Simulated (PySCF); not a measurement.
Compound: C₄H₁₂AlN.
Z-matrix (Å and degrees, GFN2-xTB geometry), rows numbered from 1:
```
C 
C   1  1.4980
C   2  1.3341  1  124.52
C   3  1.4807  2  125.64  1  -177.35
Al  4  2.0432  3  113.70  2    88.06
N   5  2.0624  4   96.31  3   -27.39
H   1  1.0879  2  110.80  3     4.83
H   1  1.0920  2  111.10  3   125.77
H   1  1.0906  2  110.57  3  -115.34
H   2  1.0852  1  115.48  3   176.92
H   3  1.0846  2  118.22  1    -1.46
H   4  1.1014  3  109.62  2   -30.21
H   4  1.0969  3  109.20  2  -146.37
H   5  1.5585  4  119.73  3    78.47
H   5  1.5609  4  116.65  3  -131.02
H   6  1.0314  5  102.87  4     5.24
H   6  1.0168  5  113.62  4  -111.71
H   6  1.0165  5  114.89  4   122.74
```

Theory: TDDFT wB97X-D/def2-SVPD, vertical, gas phase, core orbitals frozen in the response in PySCF.

Kohn–Sham orbitals with the atoms that hold most of them (Löwdin shares over 4%, at most four atoms; ? is withheld):

```json
{"orbital": "LUMO+2", "ε (eV)": "2.28", "atoms": "Al5 60%, H14 7%, H15 7%, H13 6%"}
{"orbital": "LUMO+1", "ε (eV)": "2.03", "atoms": "C3 27%, C2 22%, C4 7%, Al5 7%"}
{"orbital": "LUMO", "ε (eV)": "?", "atoms": "?"}
{"orbital": "HOMO", "ε (eV)": "-8.02", "atoms": "?"}
{"orbital": "HOMO-1", "ε (eV)": "-9.32", "atoms": "Al5 37%, H15 28%, H14 27%"}
{"orbital": "HOMO-2", "ε (eV)": "-10.25", "atoms": "Al5 19%, C3 17%, C4 16%, H14 11%"}
{"orbital": "HOMO-3", "ε (eV)": "-11.37", "atoms": "N6 23%, Al5 20%, C4 14%, C3 8%"}
```

Task: Give the leading atoms of the LUMO.

Result: Al5 (bonded to C, N and 2 H) 38%; H17 (bonded to N) 12%; H18 (bonded to N) 12%; N6 (bonded to Al and 3 H) 10%. By element: aluminium 38%, hydrogen 25% or more, nitrogen 10%.

Task: Give the leading atoms of the HOMO.

Result: C2 (bonded to 2 C and H) 24%; C4 (bonded to Al, C and 2 H) 23%; C3 (bonded to 2 C and H) 17%; Al5 (bonded to C, N and 2 H) 10%. By element: carbon 65% or more, aluminium 10%.

Task: What is the LUMO energy, and the HOMO–LUMO gap?

Result: ε(LUMO) = 1.47 eV; the gap is 9.49 eV (0.3486 hartree).

Task: How does S1 compare with the orbital gap of 9.49 eV?

Result: S1 is at 5.81 eV (f = 0.034), 3.67 eV below the gap, made of HOMO→LUMO (85%). Without the coupling terms of the response equations the lowest excitation would equal the gap.

Task: Give energy, strength and leading configuration of S1 and S2, and follow the Löwdin shares of the leading atoms from the occupied to the empty orbital.

Result: 
- S1 (5.81 eV, f 0.034), HOMO→LUMO (85%): C2 24% → at most 11%, C4 23% → at most 11%, Al5 10% → 38%, H17 at most 11% → 12%
- S2 (5.91 eV, f 0.267), HOMO→LUMO+1 (93%): C2 24% → 22%, C4 23% → 7%, C3 17% → 27%

Löwdin shares depend on the basis, the more so with diffuse functions.

One conformer stands for the species.
